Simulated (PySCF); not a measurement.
## Two-component Hartree-Fock for Tb(61+) (terbium, charge +61)

Start: [He] 2s2. Calculated with PySCF 2.14 in an even-tempered Gaussian basis (17 s from 44 bohr⁻², ratio 2.4; 13 p from 57 bohr⁻², ratio 2.4; 5 d from 180 bohr⁻², ratio 2.6; 4 f from 270 bohr⁻², ratio 2.6): generalised Hartree-Fock with the X2C-1e Hamiltonian and a Gaussian nucleus; one run each with spin-orbit coupling (SO) switched off, then screened by Boettger's factors.

```json
{"spinor shell": "1s1/2", "electrons": "2", "ε, spin-free (eV)": "-59102.2", "ε, screened SO (eV)": "-59102.2", "weight of nominal j (screened SO)": "1.000", "rms radius, screened SO (bohr)": "0.0243"}
{"spinor shell": "2s1/2", "electrons": "2", "ε, spin-free (eV)": "-14452.1", "ε, screened SO (eV)": "-14452.1", "weight of nominal j (screened SO)": "1.000", "rms radius, screened SO (bohr)": "0.0941"}
```

```tsv
quantity	spin-free	screened SO
E (hartree)	-5519.37385	-5519.37385
M_J	0	0
⟨J²⟩	0.000	0.000
⟨L²⟩	0.000	0.000
⟨S²⟩	0.000	0.000
```

Breit and QED terms are absent; they matter most for the inner s and p1/2 levels.

Densities and radii are taken from the X2C orbitals without a picture-change correction, which distorts them close to the nucleus.

Without spin-orbit coupling the j labels of p, d and f shells carry no meaning; the spin-free column gives the mean over the occupied spinors of each nl shell.
